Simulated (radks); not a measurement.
Values are calculated unless marked as measured or tabulated.
Q: Successive ionisation energies (eV) of one element, from differences of total energies of ions in their ground configurations, starting at charge 0: 6.512, 13.174, 25.065, 73.349, 91.693, 110.69, 136.77, 158.41, 180.35, 225.42, 251.69, 687.90, 758.87, 830.61, 931.21, 1011.3, 1091.5, 1209.9, 1290.7, 5678.7, 6034.3. Code: a radial shooting solver on a logarithmic mesh with Libxc functionals. Model: scalar-relativistic Kohn-Sham, BLYP, spin-polarised, spherical densities, finite nucleus; open shells are filled with parallel spins first; Fermi nuclear charge, rms radius 3.5459 fm. Which element is it?

A: Scandium (Z = 21). The first species listed is Sc in [Ar] 3d1 4s2, the last Sc20+ in 1s1.
